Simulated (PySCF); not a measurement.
Deuteron quadrupole couplings in `CC#C[SiH2][Si@@H](C)[SiH2][SiH3]`

Compound: C4H14Si4.
Numbering: `[CH3:1][C:2]#[C:3][SiH2:4][Si@@H:5]([CH3:6])[SiH2:7][SiH3:8]` (hydrogens: H9, H10, H11 on C1; H12, H13 on Si4; H14 on Si5; H15, H16, H17 on C6; H18, H19 on Si7; H20, H21, H22 on Si8)

Structure used (PBE0-D3(BJ)/def2-SVP), in Å, numbered top down from 1:
```
atom  x, y, z in Å
C1     4.497    1.147   -0.034
C2     3.433    0.166   -0.138
C3     2.545   -0.666   -0.228
Si4    1.145   -1.840   -0.312
Si5   -0.723   -0.778    0.661
C6    -0.238    0.949    1.252
Si7   -2.456   -0.625   -0.913
Si8   -4.336    0.373    0.069
H9     4.557    1.762   -0.945
H10    4.330    1.822    0.820
H11    5.473    0.657    0.107
H12    1.499   -3.100    0.413
H13    0.876   -2.191   -1.742
H14   -1.221   -1.600    1.813
H15    0.570    0.882    1.997
H16    0.131    1.547    0.405
H17   -1.095    1.468    1.706
H18   -1.998    0.217   -2.066
H19   -2.821   -1.980   -1.439
H20   -4.829   -0.480    1.196
H21   -5.451    0.566   -0.909
H22   -3.956    1.710    0.625
```

Level: PBE0/pcSseg-1 (PySCF, non-relativistic); Q(2H) = 0.00286 b; rigid geometry, the same for H and D, with no vibrational averaging.

Problem. Rank these positions by the coupling χzz of a deuteron there, largest first.
A. H19 (Si–H hydrogen)
B. H16 (methyl hydrogen)
C. H10 (methyl hydrogen)

Solution. B (200 kHz), C (194 kHz), A (95 kHz).

Problem. Tabulate Vzz, the asymmetry η and χzz = 234.96 MHz × Q × Vzz for every hydrogen position.

Solution. 
| atom | bonded to | bond length (Å) | Vzz (au) | η | χzz (kHz) |
| --- | --- | --- | --- | --- | --- |
| H9 | C1 | 1.101 | 0.2880 | 0.03 | 194 |
| H10 | C1 | 1.101 | 0.2880 | 0.03 | 194 |
| H11 | C1 | 1.101 | 0.2883 | 0.03 | 194 |
| H12 | Si4 | 1.496 | 0.1404 | 0.02 | 94 |
| H13 | Si4 | 1.496 | 0.1398 | 0.02 | 94 |
| H14 | Si5 | 1.500 | 0.1403 | 0.02 | 94 |
| H15 | C6 | 1.101 | 0.2981 | 0.00 | 200 |
| H16 | C6 | 1.100 | 0.2978 | 0.00 | 200 |
| H17 | C6 | 1.101 | 0.2980 | 0.01 | 200 |
| H18 | Si7 | 1.500 | 0.1409 | 0.01 | 95 |
| H19 | Si7 | 1.498 | 0.1417 | 0.00 | 95 |
| H20 | Si8 | 1.496 | 0.1409 | 0.01 | 95 |
| H21 | Si8 | 1.496 | 0.1414 | 0.01 | 95 |
| H22 | Si8 | 1.497 | 0.1406 | 0.01 | 94 |

Problem. Average by the element that carries the hydrogen.

Solution. on C: 197 kHz over 6 positions, mean bond length 1.101 Å; on Si: 95 kHz over 8 positions, mean bond length 1.497 Å.

Problem. Give the 2H NMR doublet splittings at H14 for a magnetic field along the z, y and x axes of the gradient: 3χ/2, 3χ(1 + η)/4, 3χ(1 − η)/4.

Solution. With |χ| = 94.2 kHz and η = 0.020: 141, 72 and 69 kHz, to first order and without motion.

Isolated species at its PBE0-D3(BJ)/def2-SVP geometry (one conformer only). With a basis this small, the couplings can be 20 % off.
